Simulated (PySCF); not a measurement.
**CH7AsSSi: core ionisation energies**

Compound: CH₇AsSSi.
Atom-mapped SMILES: `[CH3:1][S:2][SiH2:3][AsH2:4]`

Geometry (PBE0-D3(BJ)/def2-SVP, Å), atoms numbered from 1 in this order:
```
atom  x, y, z in Å
C1    -2.1418   -0.1263    0.2392
S2    -0.6539    0.5950    1.0052
Si3    0.8718   -0.3867   -0.1318
As4    2.9168    0.4920    0.6748
H5    -2.1932    0.1074   -0.8338
H6    -2.1808   -1.2148    0.3871
H7    -3.0060    0.3295    0.7411
H8     0.8704   -1.8651    0.1067
H9     0.6494   -0.1647   -1.5959
H10    3.6989   -0.2990   -0.3717
H11    2.8194    1.7133   -0.2334
```

Method used: PySCF, delta-SCF UKS SCAN, pcX-2 on the ionised atom, pcseg-1 elsewhere, spin-free X2C. Each binding energy is the total energy of the core-ionised species, with the hole localised on one atom, minus that of the ground state; both are solved self-consistently, so orbital relaxation is included.

List the computed XPS lines with their assignment.

```
atom(s)                environment     level  binding energy (eV)  2p1/2 (eV)  count
    Si3               SiH2 silicon  Si 2p3/2               106.87      107.50      1
     C1            S-methyl carbon      C 1s               291.38           –      1
    Si3               SiH2 silicon     Si 1s              1846.67           –      1
     S2  sulfur bonded to C and Si      S 1s              2476.63           –      1
```

Which photon wavelength matches the Si 2p3/2 of Si3 threshold?

λ = hc/E = 12398.42 eV Å / 106.87 eV = 116.014 Å.

Not every level is listed. 2p3/2 and 2p1/2 are the ΔSCF energy of one spin-free 2p hole plus the eigenvalues of a spin–orbit and ligand-field matrix of the shell. 2p1/2 minus 2p3/2 (ligand field included): Si 0.62 eV. No level of arsenic is listed. The structure is a single PBE0-D3(BJ)/def2-SVP conformer in the gas phase; no vibrational or solvent corrections.

Time: 16 s; peak memory 0.61 GiB. Hardware: an AMD EPYC 9R45 with one thread, shared host with 96 logical CPUs at a one-minute load of 27.
